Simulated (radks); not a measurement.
The mean radii <r> (bohr) of the occupied orbitals of an atom or ion are listed with their occupations. Method: scalar-relativistic Kohn-Sham, LDA (Slater exchange, VWN5 correlation), spin-unpolarised, spherical densities, point nucleus; computed with a radial shooting solver on a logarithmic mesh with Libxc functionals.

orbital  occ.      <r>
1s          2  0.04706
2s          2   0.2102
2p          6   0.1836
3s          2   0.6147
3p          4   0.6304
3d         10   0.6658
4s          2    1.654

Name the element and its charge.

Answer. Z = 32, germanium, charge +4: Ge4+ in [Ne] 3s2 3p4 3d10 4s2. The 1s radius gives Z: for a bare nucleus <r> = (2 gamma + 1)/(2Z) with gamma = sqrt(1 - (Z/c)^2), 0.04601 bohr for Z = 32, and screening makes it slightly larger (0.04706 here). The occupations add up to 28, and the charge is Z minus that.
